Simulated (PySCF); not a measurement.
Frontier orbitals and the lowest excitations

Compound: BrH5Si2.
Structure used (PBE0-D3(BJ)/def2-SVP), in Å, numbered top down from 1:
```
atom  x, y, z in Å
Si1    0.1930   -0.2981    0.1564
Si2   -2.0901   -0.8060    0.3027
Br3   -3.2202    0.5602   -1.0622
H4     0.9603   -1.1936    1.0779
H5     0.6654   -0.5098   -1.2442
H6     0.4146    1.1245    0.5524
H7    -2.6144   -0.6014    1.6847
H8    -2.3738   -2.2084   -0.1212
```

Method used: PySCF 2.14.0, density-fitted response routines, TDDFT wB97X-D/def2-SVPD, vertical, gas phase, core orbitals frozen in the response. Relativistic effects, spin–orbit coupling among them, are left out although an element past zinc is present.

Kohn–Sham orbitals with the atoms that hold most of them (Löwdin shares over 4%, at most four atoms; ? is withheld):

```json
{"orbital": "HOMO-3", "ε (eV)": "-11.88", "atoms": "Si1 34%, H6 20%, H5 20%, Si2 11%"}
{"orbital": "HOMO-2", "ε (eV)": "-11.38", "atoms": "Br3 45%, Si2 23%, Si1 19%, H6 4%"}
{"orbital": "HOMO-1", "ε (eV)": "-10.30", "atoms": "Br3 78%, Si2 12%, H7 5%, H8 5%"}
{"orbital": "HOMO", "ε (eV)": "?", "atoms": "?"}
{"orbital": "LUMO", "ε (eV)": "0.84", "atoms": "?"}
{"orbital": "LUMO+1", "ε (eV)": "1.69", "atoms": "Si2 28%, Si1 23%, Br3 13%, H7 9%"}
{"orbital": "LUMO+2", "ε (eV)": "1.77", "atoms": "Si2 31%, Si1 31%, H5 8%, H6 8%"}
```

**Question.** Which atoms hold the LUMO, and with what shares?

**Answer.** Si2 (bonded to Br, Si and 2 H) 32%; Br3 (bonded to Si) 31%; Si1 (bonded to Si and 3 H) 17%; H8 (bonded to Si) 6%. By element: silicon 48%, bromine 31%, hydrogen 6% or more.

**Question.** Which atoms hold the HOMO, and with what shares?

**Answer.** Br3 (bonded to Si) 50%; Si2 (bonded to Br, Si and 2 H) 19%; Si1 (bonded to Si and 3 H) 18%. By element: bromine 50%, silicon 37%.

**Question.** What is the HOMO energy, and the HOMO–LUMO gap?

**Answer.** ε(HOMO) = -9.83 eV; the gap is 10.67 eV (0.3920 hartree).

**Question.** The HOMO–LUMO gap is 10.67 eV. Where does the response calculation put the lowest singlet, and from which orbitals?

**Answer.** S1 is at 6.07 eV (f = 0.029), 4.59 eV below the gap, made of HOMO→LUMO (96%). 

**Question.** Give energy, strength and leading configuration of S1, S2, S4, S5 and S7, and follow the Löwdin shares of the leading atoms from the occupied to the empty orbital.

**Answer.** 
- S1 (6.07 eV, f 0.029), HOMO→LUMO (96%): Br3 50% → 31%, Si2 19% → 32%
- S2 (6.48 eV, f 0.010), HOMO-1→LUMO (95%): Br3 78% → 31%, Si2 12% → 32%
- S4 (7.38 eV, f 0.050), HOMO→LUMO+1 (84%): Br3 50% → 13%, Si2 19% → 28%, Si1 18% → 23%
- S5 (7.58 eV, f 0.014), HOMO-2→LUMO (80%): Br3 45% → 31%, Si2 23% → 32%
- S7 (7.86 eV, f 0.0002), HOMO-1→LUMO+1 (88%): Br3 78% → 13%, Si2 12% → 28%, Si1 at most 1% → 23%

Löwdin shares depend on the basis, the more so with diffuse functions.
